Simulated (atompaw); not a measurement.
# Varying the PAW (atompaw) potential for Al

Base potential:

atompaw 4.2.0.5 input, output lines left out:

```
Al 13
GGA-PBESOL loggrid 1500 logderivrange -3 5 201
3 3 0 0 0 0
3 1 1
0 0 0
c
c
v
c
v
1
2.30 1.80 1.75 1.30
y
-0.25
n
y
0.9
n
custom rrkj vanderbiltortho sinc
2 0.5 vpsmatchnc
2.30
2.20
2.30
2.30
```

All-electron outer shells of the reference configuration (PBEsol, non-relativistic, ld1.x):

```
shell  level (eV)  outermost node (bohr)  outermost maximum (bohr)
   2p      -69.58                      –                      0.43
   3s       -7.69                   0.80                      2.09
   3p       -2.70                   0.82                      2.64
```

Cutoffs, loose and tight: the cutoffs (Ry, on a coarse ladder) from which the occupation-weighted sum of valence levels, in a spherical-Bessel basis at the reference potential, stays within 10 and 1 mRy of its value at 400 Ry. They see the waves, projectors and local potential, not the compensation charge or the core. A dash means not determined.

A true bound ghost makes a file unfit for plane-wave use even where its test errors are small: the radial tests pick states by their node count and pass the ghost by.

| change | outcome | cutoff, loose | cutoff, tight | bound ghosts |
| --- | --- | --- | --- | --- |
| base | generated | 6 Ry | 8 Ry | s |
| all radii scaled by about 0.76 (s 1.74, p 1.74 bohr); local potential vpsmatchnc scheme with l = 2 at 0.5 Ry, radius 1.32 bohr; augmentation sinc compensation charge, radius 1.36 bohr; PAW radius 1.74 bohr; waves and projectors: custom rrkj vanderbiltortho; core correction smooth core density matched at 0.98 bohr | generated | 10 Ry | 25 Ry | s, p |
| all radii scaled by about 0.83 (s 1.90, p 1.90 bohr); local potential vpsmatchnc scheme with l = 2 at 0.5 Ry, radius 1.44 bohr; augmentation sinc compensation charge, radius 1.48 bohr; PAW radius 1.90 bohr; waves and projectors: custom rrkj vanderbiltortho; core correction smooth core density matched at 1.08 bohr | generated | 8 Ry | 12 Ry | s |
| all radii scaled by about 0.90 (s 2.08, p 2.08 bohr); local potential vpsmatchnc scheme with l = 2 at 0.5 Ry, radius 1.58 bohr; augmentation sinc compensation charge, radius 1.62 bohr; PAW radius 2.08 bohr; waves and projectors: custom rrkj vanderbiltortho; core correction smooth core density matched at 1.18 bohr | generated | 6 Ry | 8 Ry | s |
| all radii scaled by about 0.94 (s 2.16, p 2.16 bohr); local potential vpsmatchnc scheme with l = 2 at 0.5 Ry, radius 1.64 bohr; augmentation sinc compensation charge, radius 1.68 bohr; PAW radius 2.16 bohr; waves and projectors: custom rrkj vanderbiltortho; core correction smooth core density matched at 1.22 bohr | generated | 6 Ry | 8 Ry | s |
| all radii scaled by about 1.10 (s 2.54, p 2.54 bohr); local potential vpsmatchnc scheme with l = 2 at 0.5 Ry, radius 1.92 bohr; augmentation sinc compensation charge, radius 1.98 bohr; PAW radius 2.54 bohr; waves and projectors: custom rrkj vanderbiltortho; core correction smooth core density matched at 1.44 bohr | generated | 6 Ry | 8 Ry | none |
| all radii scaled by about 1.14 (s 2.62, p 2.62 bohr); local potential vpsmatchnc scheme with l = 2 at 0.5 Ry, radius 1.98 bohr; augmentation sinc compensation charge, radius 2.04 bohr; PAW radius 2.62 bohr; waves and projectors: custom rrkj vanderbiltortho; core correction smooth core density matched at 1.48 bohr | generated | 6 Ry | 8 Ry | none |
| all radii scaled by about 1.23 (s 2.84, p 2.84 bohr); local potential vpsmatchnc scheme with l = 2 at 0.5 Ry, radius 2.16 bohr; augmentation sinc compensation charge, radius 2.22 bohr; PAW radius 2.84 bohr; waves and projectors: custom rrkj vanderbiltortho; core correction smooth core density matched at 1.60 bohr | generated | 6 Ry | 8 Ry | none |
| all radii scaled by about 1.27 (s 2.92, p 2.92 bohr); local potential vpsmatchnc scheme with l = 2 at 0.5 Ry, radius 2.22 bohr; augmentation sinc compensation charge, radius 2.28 bohr; PAW radius 2.92 bohr; waves and projectors: custom rrkj vanderbiltortho; core correction smooth core density matched at 1.66 bohr | generated | 6 Ry | 6 Ry | none |

Reading the sweep of the scale of all radii (base = 1) (base included, trends over the rows without a ghost): The loose cutoff stays near 6 Ry. Bound ghosts are found at 0.76, 0.83, 0.9, 0.94, 1.
